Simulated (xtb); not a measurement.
C, charge +1, doublet; GFN2-xTB run with xtb.

The xtb input:
```
$ xtb mol.xyz --gfn 2 --chrg 1 --uhf 1 --json

# file mol.xyz
1

C      0.00000000     0.00000000     0.00000000
```

Problem. Write the output that xtb gives for this input, abridged.

Solution. 
```
   ID    Z sym.   atoms
    1    6 C      1

           -------------------------------------------------
          |                Calculation Setup                |
           -------------------------------------------------

           -------------------------------------------------
          |                 G F N 2 - x T B                 |
           -------------------------------------------------

          ...................................................
          :                      SETUP                      :
          :.................................................:
          :  # basis functions                   4          :
          :  # atomic orbitals                   4          :
          :  # shells                            2          :
          :  # electrons                         3          :
          :  max. iterations                   250          :
          :  Hamiltonian                  GFN2-xTB          :
          :  restarted?                      false          :
          :  GBSA solvation                  false          :
          :  PC potential                    false          :
          :  electronic temp.          300.0000000     K    :
          :  accuracy                    1.0000000          :
          :  -> integral cutoff          0.2500000E+02      :
          :  -> integral neglect         0.1000000E-07      :
          :  -> SCF convergence          0.1000000E-05 Eh   :
          :  -> wf. convergence          0.1000000E-03 e    :
          :  Broyden damping             0.4000000          :
          :  net charge                          1          :
          :  unpaired electrons                  1          :
          ...................................................

 iter      E             dE          RMSdq      gap      omega  full diag
   1     -0.9226361 -0.922636E+00  0.177E+01    0.00       0.0  T
   2     -0.9226361 -0.203886E-09  0.141E+01    0.00       0.0  T
   3     -0.9231353 -0.499253E-03  0.107E+01    0.00       0.0  T
   4     -0.7940891  0.129046E+00  0.202E+01    0.00       0.0  T
   5     -0.9226361 -0.128547E+00  0.142E+01    0.00       0.0  T
   6     -0.9227036 -0.675961E-04  0.113E+01    0.00       0.0  T
   7     -0.7952039  0.127500E+00  0.195E+01    0.00       0.0  T
   8     -0.9226361 -0.127432E+00  0.139E+01    0.00       0.0  T
   9     -0.9228242 -0.188123E-03  0.111E+01    0.00       0.0  T
  10     -0.7944187  0.128406E+00  0.197E+01    0.00       0.0  T
  11     -0.9226361 -0.128217E+00  0.138E+01    0.00       0.0  T
  12     -0.9229165 -0.280467E-03  0.109E+01    0.00       0.0  T
  13     -0.7942959  0.128621E+00  0.198E+01    0.00       0.0  T
  14     -0.9226361 -0.128340E+00  0.137E+01    0.00       0.0  T
  15     -0.9229646 -0.328508E-03  0.109E+01    0.00       0.0  T
  16     -0.7942615  0.128703E+00  0.198E+01    0.00       0.0  T
  17     -0.9226361 -0.128375E+00  0.137E+01    0.00       0.0  T
  18     -0.9229854 -0.349331E-03  0.109E+01    0.00       0.0  T
  19     -0.7942499  0.128736E+00  0.198E+01    0.00       0.0  T
  20     -0.9226361 -0.128386E+00  0.137E+01    0.00       0.0  T
  21     -0.9229937 -0.357681E-03  0.109E+01    0.00       0.0  T
  22     -0.7942456  0.128748E+00  0.198E+01    0.00       0.0  T
  23     -0.9226361 -0.128390E+00  0.137E+01    0.00       0.0  T
  24     -0.9229970 -0.360927E-03  0.109E+01    0.00       0.0  T
  25     -0.7942440  0.128753E+00  0.198E+01    0.00       0.0  T
  26     -0.9226361 -0.128392E+00  0.137E+01    0.00       0.0  T
  27     -0.9229982 -0.362174E-03  0.109E+01    0.00       0.0  T
  28     -0.7942434  0.128755E+00  0.198E+01    0.00       0.0  T
  29     -0.9226361 -0.128393E+00  0.137E+01    0.00       0.0  T
  30     -0.9229987 -0.362650E-03  0.109E+01    0.00       0.0  T
  31     -0.7942432  0.128756E+00  0.198E+01    0.00       0.0  T
  32     -0.9226361 -0.128393E+00  0.137E+01    0.00       0.0  T
  33     -0.9229989 -0.362832E-03  0.109E+01    0.00       0.0  T
  34     -0.7942431  0.128756E+00  0.198E+01    0.00       0.0  T
  35     -0.9226361 -0.128393E+00  0.137E+01    0.00       0.0  T
  36     -0.9229990 -0.362902E-03  0.109E+01    0.00       0.0  T
  37     -0.7942431  0.128756E+00  0.198E+01    0.00       0.0  T
  38     -0.9226361 -0.128393E+00  0.137E+01    0.00       0.0  T
  39     -0.9229990 -0.362928E-03  0.109E+01    0.00       0.0  T
  40     -0.7942431  0.128756E+00  0.198E+01    0.00       0.0  T
  41     -0.9226361 -0.128393E+00  0.137E+01    0.00       0.0  T
  42     -0.9229990 -0.362938E-03  0.109E+01    0.00       0.0  T
  43     -0.7942431  0.128756E+00  0.198E+01    0.00       0.0  T
  44     -0.9226361 -0.128393E+00  0.137E+01    0.00       0.0  T
  45     -0.9229990 -0.362942E-03  0.109E+01    0.00       0.0  T
  46     -0.7942430  0.128756E+00  0.198E+01    0.00       0.0  T
  47     -0.9226361 -0.128393E+00  0.137E+01    0.00       0.0  T
  48     -0.9229990 -0.362943E-03  0.109E+01    0.00       0.0  T
  49     -0.7942430  0.128756E+00  0.198E+01    0.00       0.0  T
  50     -0.9226361 -0.128393E+00  0.137E+01    0.00       0.0  T
  51     -0.9229990 -0.362944E-03  0.109E+01    0.00       0.0  T
  52     -0.7942430  0.128756E+00  0.198E+01    0.00       0.0  T
  53     -0.9226361 -0.128393E+00  0.137E+01    0.00       0.0  T
  54     -0.9229990 -0.362944E-03  0.109E+01    0.00       0.0  T
  55     -0.7942430  0.128756E+00  0.198E+01    0.00       0.0  T
  56     -0.9226361 -0.128393E+00  0.137E+01    0.00       0.0  T
  57     -0.9229990 -0.362944E-03  0.109E+01    0.00       0.0  T
  58     -0.7942430  0.128756E+00  0.198E+01    0.00       0.0  T
  59     -0.9226361 -0.128393E+00  0.137E+01    0.00       0.0  T
  60     -0.9229990 -0.362944E-03  0.109E+01    0.00       0.0  T
  61     -0.7942430  0.128756E+00  0.198E+01    0.00       0.0  T
  62     -0.9226361 -0.128393E+00  0.137E+01    0.00       0.0  T
[...]
 178     -0.7942430  0.128756E+00  0.198E+01    0.00       0.0  T
 179     -0.9226361 -0.128393E+00  0.137E+01    0.00       0.0  T
 180     -0.9229990 -0.362944E-03  0.109E+01    0.00       0.0  T
 181     -0.7942430  0.128756E+00  0.198E+01    0.00       0.0  T
 182     -0.9226361 -0.128393E+00  0.137E+01    0.00       0.0  T
 183     -0.9229990 -0.362944E-03  0.109E+01    0.00       0.0  T
 184     -0.7942430  0.128756E+00  0.198E+01    0.00       0.0  T
 185     -0.9226361 -0.128393E+00  0.137E+01    0.00       0.0  T
 186     -0.9229990 -0.362944E-03  0.109E+01    0.00       0.0  T
 187     -0.7942430  0.128756E+00  0.198E+01    0.00       0.0  T
 188     -0.9226361 -0.128393E+00  0.137E+01    0.00       0.0  T
 189     -0.9229990 -0.362944E-03  0.109E+01    0.00       0.0  T
 190     -0.7942430  0.128756E+00  0.198E+01    0.00       0.0  T
 191     -0.9226361 -0.128393E+00  0.137E+01    0.00       0.0  T
 192     -0.9229990 -0.362944E-03  0.109E+01    0.00       0.0  T
 193     -0.7942430  0.128756E+00  0.198E+01    0.00       0.0  T
 194     -0.9226361 -0.128393E+00  0.137E+01    0.00       0.0  T
 195     -0.9229990 -0.362944E-03  0.109E+01    0.00       0.0  T
 196     -0.7942430  0.128756E+00  0.198E+01    0.00       0.0  T
 197     -0.9226361 -0.128393E+00  0.137E+01    0.00       0.0  T
 198     -0.9229990 -0.362944E-03  0.109E+01    0.00       0.0  T
 199     -0.7942430  0.128756E+00  0.198E+01    0.00       0.0  T
 200     -0.9226361 -0.128393E+00  0.137E+01    0.00       0.0  T
 201     -0.9229990 -0.362944E-03  0.109E+01    0.00       0.0  T
 202     -0.7942430  0.128756E+00  0.198E+01    0.00       0.0  T
 203     -0.9226361 -0.128393E+00  0.137E+01    0.00       0.0  T
 204     -0.9229990 -0.362944E-03  0.109E+01    0.00       0.0  T
 205     -0.7942430  0.128756E+00  0.198E+01    0.00       0.0  T
 206     -0.9226361 -0.128393E+00  0.137E+01    0.00       0.0  T
 207     -0.9229990 -0.362944E-03  0.109E+01    0.00       0.0  T
 208     -0.7942430  0.128756E+00  0.198E+01    0.00       0.0  T
 209     -0.9226361 -0.128393E+00  0.137E+01    0.00       0.0  T
 210     -0.9229990 -0.362944E-03  0.109E+01    0.00       0.0  T
 211     -0.7942430  0.128756E+00  0.198E+01    0.00       0.0  T
 212     -0.9226361 -0.128393E+00  0.137E+01    0.00       0.0  T
 213     -0.9229990 -0.362944E-03  0.109E+01    0.00       0.0  T
 214     -0.7942430  0.128756E+00  0.198E+01    0.00       0.0  T
 215     -0.9226361 -0.128393E+00  0.137E+01    0.00       0.0  T
 216     -0.9229990 -0.362944E-03  0.109E+01    0.00       0.0  T
 217     -0.7942430  0.128756E+00  0.198E+01    0.00       0.0  T
 218     -0.9226361 -0.128393E+00  0.137E+01    0.00       0.0  T
 219     -0.9229990 -0.362944E-03  0.109E+01    0.00       0.0  T
 220     -0.7942430  0.128756E+00  0.198E+01    0.00       0.0  T
 221     -0.9226361 -0.128393E+00  0.137E+01    0.00       0.0  T
 222     -0.9229990 -0.362944E-03  0.109E+01    0.00       0.0  T
 223     -0.7942430  0.128756E+00  0.198E+01    0.00       0.0  T
 224     -0.9226361 -0.128393E+00  0.137E+01    0.00       0.0  T
 225     -0.9229990 -0.362944E-03  0.109E+01    0.00       0.0  T
 226     -0.7942430  0.128756E+00  0.198E+01    0.00       0.0  T
 227     -0.9226361 -0.128393E+00  0.137E+01    0.00       0.0  T
 228     -0.9229990 -0.362944E-03  0.109E+01    0.00       0.0  T
 229     -0.7942430  0.128756E+00  0.198E+01    0.00       0.0  T
 230     -0.9226361 -0.128393E+00  0.137E+01    0.00       0.0  T
 231     -0.9229990 -0.362944E-03  0.109E+01    0.00       0.0  T
 232     -0.7942430  0.128756E+00  0.198E+01    0.00       0.0  T
 233     -0.9226361 -0.128393E+00  0.137E+01    0.00       0.0  T
 234     -0.9229990 -0.362944E-03  0.109E+01    0.00       0.0  T
 235     -0.7942430  0.128756E+00  0.198E+01    0.00       0.0  T
 236     -0.9226361 -0.128393E+00  0.137E+01    0.00       0.0  T
 237     -0.9229990 -0.362944E-03  0.109E+01    0.00       0.0  T
 238     -0.7942430  0.128756E+00  0.198E+01    0.00       0.0  T
 239     -0.9226361 -0.128393E+00  0.137E+01    0.00       0.0  T
 240     -0.9229990 -0.362944E-03  0.109E+01    0.00       0.0  T
 241     -0.7942430  0.128756E+00  0.198E+01    0.00       0.0  T
 242     -0.9226361 -0.128393E+00  0.137E+01    0.00       0.0  T
 243     -0.9229990 -0.362944E-03  0.109E+01    0.00       0.0  T
 244     -0.7942430  0.128756E+00  0.198E+01    0.00       0.0  T
 245     -0.9226361 -0.128393E+00  0.137E+01    0.00       0.0  T
 246     -0.9229990 -0.362944E-03  0.109E+01    0.00       0.0  T
 247     -0.7942430  0.128756E+00  0.198E+01    0.00       0.0  T
 248     -0.9226361 -0.128393E+00  0.137E+01    0.00       0.0  T
 249     -0.9229990 -0.362944E-03  0.109E+01    0.00       0.0  T
 250     -0.7942430  0.128756E+00  0.198E+01    0.00       0.0  T

   *** convergence criteria cannot be satisfied within 250 iterations ***

         #    Occupation            Energy/Eh            Energy/eV
      -------------------------------------------------------------
         1        0.9998           -1.1233036             -30.5666
         2        0.9998           -1.1233036             -30.5666 (HOMO)
         3        0.9998           -1.1233036             -30.5666 (LUMO)
         4        0.0006           -1.1153881             -30.3513
      -------------------------------------------------------------
                  HL-Gap            0.0000000 Eh            0.0000 eV
             Fermi-level           -1.1233040 Eh          -30.5667 eV

ERROR STOP

Error termination. Backtrace:

########################################################################
[ERROR] Program stopped due to fatal error
-3- Single point calculation terminated
-2- xtb_calculator_singlepoint: Electronic structure method terminated
-1- scf: Self consistent charge iterator did not converge
########################################################################

abnormal termination of xtb
```

Convergence was not reached.
